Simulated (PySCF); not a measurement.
Geometry (Å), atoms numbered from 1 in this order:
```xyz
18

F     2.0602   -0.7766    1.6810
C     2.1947   -0.0549    0.5613
F     3.0527   -0.7090   -0.2338
F     2.7873    1.0965    0.9109
C     0.8735    0.1715   -0.1214
C    -0.1520    0.8638    0.7905
C    -1.4804    1.1028    0.0648
Si   -2.0859   -0.5448   -0.6839
Si    0.0807   -1.4183   -0.8692
H     1.0896    0.8282   -0.9828
H    -0.3192    0.2306    1.6796
H     0.2654    1.8132    1.1654
H    -1.3342    1.8189   -0.7627
H    -2.2270    1.5491    0.7398
H    -2.9338   -1.3124    0.2801
H    -2.8436   -0.3633   -1.9586
H     0.3427   -2.6032    0.0006
H     0.5963   -1.6821   -2.2441
```

Geometry: PBE0-D3(BJ)/def2-SVP; GIAO absolute shieldings from PySCF 2.14.0 with density-fitted response routines, gas phase, non-relativistic, averaged over equivalent atoms.

At PBE0/pcSseg-1 (212 basis functions, 39 s wall time on 1 thread of an Arm Neoverse V1, shared host):
| atoms | σ (ppm) |
| --- | --- |
| F1/F3/F4 | 255.4 |
| C2 | 50.8 |
| C5 | 147.7 |
| C6 | 157.0 |
| C7 | 173.9 |
| Si8 | 415.7 |
| Si9 | 416.6 |
| H17 | 27.26 |
| H18 | 27.29 |
| H16 | 27.33 |
| H15 | 27.39 |
| H12 | 28.94 |
| H14 | 29.80 |
| H10 | 29.88 |
| H11 | 30.00 |
| H13 | 30.71 |

What do these become at B97-2/pcSseg-1?

Answers


| atoms | σ at B97-2/pcSseg-1 | change |
| --- | --- | --- |
| F1/F3/F4 | 257.2 | +1.8 |
| C2 | 51.5 | +0.7 |
| C5 | 147.6 | -0.1 |
| C6 | 156.1 | -0.9 |
| C7 | 172.8 | -1.1 |
| Si8 | 418.6 | +2.9 |
| Si9 | 419.1 | +2.5 |
| H17 | 27.46 | +0.20 |
| H18 | 27.49 | +0.20 |
| H16 | 27.53 | +0.20 |
| H15 | 27.59 | +0.20 |
| H12 | 29.04 | +0.10 |
| H14 | 29.92 | +0.12 |
| H10 | 29.99 | +0.11 |
| H11 | 30.09 | +0.09 |
| H13 | 30.82 | +0.11 |

The largest change is at Si8 (silicon bonded to C, Si, 2 H, in a 5-membered ring). Cost: 212 basis functions, 39 s wall time on 1 thread of an Arm Neoverse V1, shared host. The order of the carbon signals is the same at both levels.
